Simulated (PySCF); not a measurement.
Computed shifts of a molecule C₅H₇F, PBE/pcSseg-1 (PySCF), GIAO, gas phase, atoms alike by connectivity averaged where their shifts nearly agree, in ppm (number of nuclei): ¹³C: 94.0 (1), 89.7 (1), 79.4 (1), 34.2 (2). ¹⁹F: -180.4 (1). ¹H: 2.57 (1), 1.87 (6). References: ¹³C against TMS (σ = 182.0 ppm); ¹⁹F against CFCl3 (σ = 133.6 ppm); ¹H against TMS (σ = 31.49 ppm), references at their B3LYP-D3(BJ)/def2-TZVP geometries, non-relativistic. The structure is a stationary point at TPSSh-D3(BJ)/def2-SVP. One conformer was computed; it need not be the lowest.

**Question.** Identify the compound among the candidates.
(A) C#CC(C)(C)F
(B) CCC=C=CF
(C) CC=C=C(C)F
(D) C=C1CC[C@@H]1F

**Answer.** A, C#CC(C)(C)F
